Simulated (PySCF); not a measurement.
# Dipole moment and polarisability of `C=C[Si@@]1(Cl)C[SiH2][C@H]1F`

Species: C4H8ClFSi2.
Atom-mapped SMILES: `[CH2:1]=[CH:2][Si@@:3]1([Cl:4])[CH2:5][SiH2:6][C@H:7]1[F:8]` (hydrogens: H9, H10 on C1; H11 on C2; H12, H13 on C5; H14, H15 on Si6; H16 on C7)

Geometry (GFN2-xTB, Å), atoms numbered from 1 in this order:
```
atom  x, y, z in Å
C1    -3.039   -0.040   -0.267
C2    -1.833    0.381    0.086
Si3   -0.225   -0.444   -0.422
Cl4   -0.561   -2.032   -1.637
C5     1.163    0.728   -1.053
Si6    2.273    0.433    0.487
C7     0.955   -0.869    1.061
F8     0.420   -0.632    2.327
H9    -3.176   -0.903   -0.898
H10   -3.941    0.457    0.056
H11   -1.750    1.249    0.726
H12    1.616    0.407   -1.987
H13    0.856    1.759   -1.201
H14    3.587   -0.147    0.215
H15    2.340    1.566    1.404
H16    1.306   -1.904    1.092
```

Level: CAM-B3LYP/def2-SVPD (PySCF), static field, nuclei fixed, core orbitals frozen in the response. The polarisability tensor in these axes (au):

```
x   135.83   8.84   9.22
y     8.84  98.83   8.19
z     9.22   8.19  97.62
```

Problem. Diagonalise the tensor; give its mean and Δα, where Δα² is half the sum of the squared differences of the eigenvalues.

Solution. Principal values 90.00, 101.69 and 140.60 au; mean 110.76 au = 16.41 Å³ = 18.26 × 10⁻⁴⁰ C²·m²/J; Δα = 45.89 au (41 % of the mean).

Problem. What is the dipole moment, and where does it point?

Solution. (0.18, 1.30, -1.08) D, 1.70 D in size, pointing from the negative to the positive side. Measured along this direction, the outermost atoms are H16 and F8 at the negative end and H13 at the positive end.

Problem. What would n − 1 = 2πNα be for an ideal gas of these molecules at 400 K and 1 atm, electronic part alone?

Solution. N = p/kT = 1.8347 × 10¹⁹ cm⁻³, so n − 1 = 2π × N × 16.41 × 10⁻²⁴ cm³ = 1892 × 10⁻⁶ at long wavelengths.

Problem. Rayleigh depolarisation ratio (linearly polarised light, static tensor)?

Solution. ρ = 3Δα²/(45ᾱ² + 4Δα²) = 6316.4/(552057 + 8421.9) = 0.0113.

Problem. How large is μ²/3kT at 500 K beside α?

Solution. In Gaussian units μ²/3kT = 13.95 Å³ against 16.41 Å³, a ratio of 0.85; the Debye molar polarisation (4π/3)N_A(α + μ²/3kT) is 76.6 cm³/mol, leaving out the vibrational part.

The structure is a single GFN2-xTB conformer in the gas phase; no vibrational or solvent corrections.

The run behind these numbers computed excited states as well. On an Arm Neoverse N1 with one thread, no GPU, shared host with 64 logical CPUs at a one-minute load of 47, this took 1.9 min wall and 1.2 GiB of memory at its peak.
